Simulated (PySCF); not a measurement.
SeCl3, SMILES Cl[Se+](Cl)Cl, charge +1.

Geometry: PBE0-D3(BJ)/def2-SVP. The spin state was assumed, not searched. The isomer is the one that the SMILES or the coordinates give; other isomers of the formula were not compared.

The numbers are results of M06-2X/def2-TZVPD (PySCF), not measurements.

Symmetry labels are those of the subgroup Cs that the program uses (full group C3v).

Computed valence orbital energies around the gap with their symmetry:
```tsv
orbital	symmetry	energy (eV)
HOMO−7	A"	-20.73
HOMO−6	A'	-19.87
HOMO−5	A"	-17.67
HOMO−4	A'	-17.67
HOMO−3	A'	-16.87
HOMO−2	A"	-16.87
HOMO−1	A"	-16.65
HOMO	A'	-16.26
LUMO	A'	-7.84
LUMO+1	A'	-7.62
LUMO+2	A"	-7.61
LUMO+3	A'	-3.58
```
